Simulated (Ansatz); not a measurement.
The same ligand exchange along the group B, Al, Ga, In.

Gas-phase electronic energies from Ansatz, PBE0-D4/def2-TZVP geometries. CBS: MP2 limit from def2 TZ/QZ plus the TZ coupled-cluster correction, frozen cores. This one scheme is used for every species. Elements past krypton have def2 core potentials. For Ga, In outer-core shells are correlated without core-valence functions, which leaves a few kJ/mol of doubt a bond. Scalar relativity is left out up to krypton. Each species was taken in one conformer, which may not be the lowest.

Task: Order these by ΔE at CCSD(T)/CBS, lowest first. (An estimate is asked.)
A. `[NH2][Ga]([NH2])[NH2]` + H₂S → `[NH2][Ga]([NH2])[SH]` + NH₃
B. `NB(N)N` + H₂S → `NB(N)S` + NH₃
C. `[NH2][Al]([NH2])[NH2]` + H₂S → `[NH2][Al]([NH2])[SH]` + NH₃
D. `[NH2][In]([NH2])[NH2]` + H₂S → `[NH2][In]([NH2])[SH]` + NH₃

Result: D (-86.4 kJ/mol), A (-58.0 kJ/mol), C (-32.2 kJ/mol), B (+12.6 kJ/mol).

Largest T1 diagnostic: 0.014, for `[NH2][In]([NH2])[NH2]`.
